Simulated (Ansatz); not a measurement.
System: PtH (charge 0, doublet). SMILES: [PtH]
Coordinates optimised at B3LYP-D3(BJ)/def2-TZVP (Ansatz, a first-principles code):
```
Pt
H 1 1.5316
```
Charge 0, spin multiplicity 2.

Property: size of the dipole moment, in D. Terms: spin-orbit terms left out; def2 sets with scalar-relativistic core potentials past Kr; LANL2DZ with its own core potentials from Na on; six Cartesian d functions in 6-31G* and its kin unless marked 5d; open shells spin-unrestricted. Ab initio and DFT rows: single points at B3LYP-D3(BJ) geometries (Ansatz). The spin state of an ion or metal species was assumed, not searched.

| level | program | size of the dipole moment (D) |
|---|---|---|
| SVWN5/6-31G* with LANL2DZ past Ar | Ansatz | 0.97 |
| PBE/def2-SVP | Ansatz | 0.95 |
| BLYP/6-31G* with LANL2DZ past Ar | Ansatz | 1.15 |
| B3LYP/def2-SVP | Ansatz | 1.18 |
| B3LYP/6-31G* with LANL2DZ past Ar | Ansatz | 1.40 |
| PBE0/6-31G* with LANL2DZ past Ar | Ansatz | 1.44 |

No value to compare with is used here. The 6 habitual levels span 0.95 (PBE/def2-SVP) to 1.44 D (PBE0/6-31G* with LANL2DZ past Ar).

The levels are drawn from those run, B3LYP/6-31G* more often than the rest, none by its result; left out are runs that failed, that the program found above a lower state of the same kind, or whose <S^2> lies over 0.5 above the pure value.
